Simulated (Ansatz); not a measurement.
The same hydrogenolysis along the group C, Si, Sn.

Gas-phase electronic energies from Ansatz, PBE0-D4/def2-TZVP geometries. CCSD(T)/CBS is the MP2 limit (def2-TZVPP, def2-QZVPP) plus CCSD(T) − MP2 in def2-TZVPP, frozen cores. This one scheme is used for every species. DFT in def2-TZVPP. B3LYP here is the variant with VWN-RPA as its local correlation; programs differ in this. Elements past krypton have def2 core potentials. For Sn outer-core shells are correlated without core-valence functions, which leaves a few kJ/mol of doubt a bond.

| reaction | B3LYP-D4 (kJ/mol) | B2PLYP (kJ/mol) | CCSD(T)/def2-SVP (kJ/mol) | CCSD(T)/CBS(def2) (kJ/mol) |
| --- | --- | --- | --- | --- |
| `CB(F)F` + H₂ → CH₄ + `FBF` | -16 | -18 | -19 | -14 |
| `FB(F)[SiH3]` + H₂ → SiH₄ + `FBF` | -46 | -51 | -58 | -46 |
| `F[B](F)[SnH3]` + H₂ → `[SnH4]` + `FBF` | -36 | -40 | -49 | -32 |

Largest T1 diagnostic: 0.014, for `F[B](F)[SnH3]`.
